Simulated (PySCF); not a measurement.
# Working out the excitation energy of Mg

Mg [Ne] 3s2 (1S) → Mg [Ne] 3d2 (3F). All numbers are calculated (PySCF 2.14, the non-relativistic Hamiltonian (point nucleus), in aug-cc-pCVDZ). Frozen: nothing. Energies in hartree (1 hartree = 27.21139 eV):

| part | Mg (lower) | Mg (upper) |
| --- | --- | --- |
| UHF | -199.608341 | -199.094105 |
| MP2 opposite-spin | -0.146184 | -0.122398 |
| MP2 same-spin | -0.048537 | -0.046392 |

Question: What does Hartree-Fock give?

Answer: (-199.094105) − (-199.608341) = 0.514236 hartree = 13.993 eV.

Question: What do MP2 and SCS-MP2 (6/5 opposite-spin, 1/3 same-spin) give?

Answer: The opposite-spin parts differ by 0.647 eV and the same-spin parts by 0.058 eV. MP2: 13.993 + (0.647) + (0.058) = 14.698 eV. SCS-MP2: 13.993 + 1.2 × (0.647) + (0.058)/3 = 14.789 eV.

The upper state lies above the first ionisation limit, where it may autoionise and the basis confines it.

A double-zeta basis recovers only part of the correlation energy.
